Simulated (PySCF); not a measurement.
Electron correlation in Er⁶⁶⁺ (erbium, charge +66)

1s2, closed-shell 1S. All numbers are calculated (PySCF 2.14, the non-relativistic Hamiltonian (point nucleus), in an even-tempered Gaussian basis (15 s from 180 bohr⁻², ratio 2.2; 7 p from 270 bohr⁻², ratio 2.4; 4 d from 820 bohr⁻², ratio 2.4; 3 f from 1200 bohr⁻², ratio 2.4; 3 g from 1900 bohr⁻², ratio 2.4)). Frozen: nothing; 2 electrons correlated; the 11 highest virtual orbitals of each spin left out.

With two correlated electrons CCSD is exact within the correlated space (frozen core and kept virtual orbitals).

```json
{"level": "CCSD", "correlation energy (mhartree)": "-45.82"}
```

Diagnostics: T1 = 4.6e-07, D1 = 0.0000, largest double amplitude 0.001.

Is a single reference adequate?

Yes, within this model without spin-orbit coupling: T1 lies below 0.03 and no double amplitude reaches 0.07.

At this charge a non-relativistic calculation is a model, useful for the Z dependence of the correlation energy.
